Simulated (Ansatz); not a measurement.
Input file for Ansatz (a quantum-chemistry and plane-wave program): R-CCSD(T)/cc-pVTZ on GaH3O2 (SMILES [OH][GaH][OH]), a point of a torsion scan. The run froze 16 orbitals, filled d shells among them.

Ansatz 0.2 input:
```yaml
crystal:
  periodic: [false, false, false]
  atoms:
    - {symbol: O, position_ang: [-1.57334288, -0.30850564, 0.28304516]}
    - {symbol: Ga, position_ang: [-0.16191968, 0.65941416, 0.20571578]}
    - {symbol: O, position_ang: [1.11186012, 0.16132738, -0.85142653]}
    - {symbol: H, position_ang: [-2.02656517, -0.87615692, -0.33565507]}
    - {symbol: H, position_ang: [-0.17456702, 1.80492592, 1.18209879]}
    - {symbol: H, position_ang: [1.97030016, 0.51760748, -1.06024035]}
basis:
  gaussian:
    orbitals: cc-pVTZ
magnetization: {spin_polarized: false}
correlation: {method: ccsd_t, electrons: outside_noble_gas}
scf: {lower_state_search: off}
```

Output:

```
WARN ansatz: RAYON_NUM_THREADS=1 ignored (pool sized by the plan → 1); use --threads N
Functional definition: HF
these checks for a lower state are left out or cut short: stability, starts, cluster_reference, orbital_swaps, neighbouring_geometries, increment
integrals: 0.31 GiB planned
880 factors; integrals over basis functions are off by at most 1.2e-3 eV
mean field: 0.40 GiB planned
mean field evaluation 1: about -56455.0866 eV, gradient 5.3e1 eV
mean field evaluation 2: about -56455.1535 eV, gradient 5.3e1 eV
mean field evaluation 4: about -56460.0801 eV, gradient 2.4e0 eV
mean field evaluation 8: about -56460.1117 eV, gradient 1.9e-1 eV
mean field -56460.11180102 eV, -2074.8708386492 hartree, gradient 1.2e-6 eV, S^2 0.000000; 0 other end points of the search recorded, 0 dependent functions left out
16 core orbitals not correlated, not the lowest: weight in the atoms' cores, before any rotation towards them, 0.793 or more for the frozen orbitals, at most 0.199 for the correlated occupied ones
reference -56460.11180102 eV, -2074.8708386492 hartree; 9, 9 occupied and 120, 120 virtual orbitals, 880 factors
second order -15.50132817 eV of doubles, -0.00000000 eV of singles
coupled cluster: 0.80 GiB planned
cycle   1  -15.33441311 eV  change    1.7e-1 eV  update   8.5e-2
cycle   2  -15.67681530 eV  change   -3.4e-1 eV  update   2.6e-2
cycle   3  -15.77206240 eV  change   -9.5e-2 eV  update   1.4e-2
cycle   4  -15.75858790 eV  change    1.3e-2 eV  update   3.4e-3
cycle   5  -15.75738734 eV  change    1.2e-3 eV  update   1.7e-3
cycle   6  -15.75819057 eV  change   -8.0e-4 eV  update   4.7e-4
cycle   7  -15.75791751 eV  change    2.7e-4 eV  update   1.6e-4
cycle   8  -15.75784067 eV  change    7.7e-5 eV  update   4.6e-5
cycle   9  -15.75784653 eV  change   -5.9e-6 eV  update   1.7e-5
perturbative correction -0.52506027 eV, -0.0192956092 hartree
Total energy: -56476.39470783 eV, -2075.4692244374 hartree
Checks for a lower state left out: stability, starts, cluster_reference, orbital_swaps, neighbouring_geometries, increment
```

Self-consistency was reached.

Cost: roughly 11 core-seconds.
